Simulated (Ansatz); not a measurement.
`O=CCBCl` + H₂ → `BCC=O` + HCl at 700 K and 1 bar (hydrogenolysis of a B–Cl bond).

Calculated with Ansatz (gas phase, PBE0-D4/def2-TZVP geometries, no zero-point term in ΔE). CCSD(T)/CBS is the MP2 limit (def2-TZVPP, def2-QZVPP) plus CCSD(T) − MP2 in def2-TZVPP, frozen cores. This one scheme is used for every species. Each species was taken in one conformer, which may not be the lowest.

```
  species  CCSD(T)/CBS energy (Eh)  H − E (kJ/mol)  S (J/(mol·K))
`O=CCBCl`               -638.27795           223.2          427.5
       H₂                 -1.17544            46.8          155.3
  `BCC=O`               -179.04215           233.6          383.6
      HCl               -460.38127            38.4          211.8
```

H − E and S are ideal-gas, rigid-rotor, harmonic terms from PBE0-D4/def2-TZVP, for one conformer and one mirror image of each species. The MP2-based limit puts H₂ 0.8 mEh under its directly extrapolated value; such offsets cancel only in part. 1 Eh = 2625.50 kJ/mol, R = 8.31446 J/(mol·K).

By hand: ΔE, ΔH, ΔS and ΔG.

ΔE = (-179.04215) + (-460.38127) − (-638.27795) − (-1.17544) = 0.02997 Eh = 78.7 kJ/mol. Δ(H − E) = 233.6 + 38.4 − 223.2 − 46.8 = 2.0, so ΔH = 80.7 kJ/mol. ΔS = 383.6 + 211.8 − 427.5 − 155.3 = 12.6 J/(mol·K). ΔG = 80.7 − 700 × (12.6)/1000 = 71.9 kJ/mol.

By hand: the equilibrium constant, and the temperature at which ΔG would vanish if ΔH and ΔS stayed fixed.

log₁₀ K = −ΔG/(RT ln 10) = -5.4. ΔG = 0 at ΔH/ΔS = 6405 K, far beyond where these terms or the molecules hold.

The number of gas molecules stays the same, so ΔS is small and ΔH decides. A doubt of 5 kJ/mol in ΔE shifts log₁₀ K by 0.4 here. Other conformers and mirror images would add mixing entropy, several J/(mol·K) or more a flexible species. Modes under 60 cm⁻¹, often nearly free rotors, make the harmonic entropy too high. These are equilibria of isolated gas molecules and say nothing of rates. Largest T1 diagnostic: 0.014 (customary marks: 0.02 for closed shells, 0.045 for open ones).
